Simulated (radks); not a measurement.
Results of a calculation; reference values are marked as such.
Neutral bromine inside a hard spherical wall (all orbitals vanish at R), configuration held at [Ar] 3d10 4s2 4p5 and not refilled when levels cross. Level of theory: scalar-relativistic Kohn-Sham, PBE, spin-polarised, spherical densities, finite nucleus; open shells are filled with parallel spins first; Fermi nuclear charge, rms radius 4.1629 fm (a radial shooting solver on a logarithmic mesh with Libxc functionals). Eigenvalues in eV for spin up, with the zero of energy where the potential of the charges vanishes at infinity; a dash marks a level that is unbound or too diffuse for the functional's potential to be trusted. A positive occupied level is held by the wall or, in an anion where self-interaction has pushed it up, behind a barrier. The pressure on the wall is -dE/dV.

| R (bohr) | E (hartree) | kinetic (hartree) | e(3p) | e(3d) | e(4s) | e(4p) | e(5s, empty) | e(5p, empty) | pressure (GPa) |
|---|---|---|---|---|---|---|---|---|---|
| free | -2606.39915 | 2662.745 | -173.51 | -66.743 | -20.493 | -8.204 | - | - | 0 |
| 20 | -2606.39915 | 2662.745 | -173.51 | -66.743 | -20.493 | -8.204 | - | - | < 0.0001 |
| 15 | -2606.39915 | 2662.745 | -173.51 | -66.743 | -20.493 | -8.204 | - | - | < 0.0001 |
| 12 | -2606.39915 | 2662.745 | -173.50 | -66.743 | -20.493 | -8.204 | -0.347 | 1.068 | < 0.0001 |
| 6 | -2606.38799 | 2662.834 | -173.00 | -66.236 | -20.093 | -7.807 | 3.837 | 8.202 | 1.10 |
| 3 | -2604.98794 | 2668.943 | -157.78 | -51.226 | -7.990 | 6.559 | 58.862 | 73.183 | 660 |
| 2.5 | -2602.81596 | 2676.556 | -146.05 | -39.726 | 4.379 | 21.426 | 107.68 | 125.64 | 2600 |
| 2 | -2596.38819 | 2696.851 | -124.27 | -18.203 | 35.477 | 57.451 | 215.63 | 237.61 | 12900 |
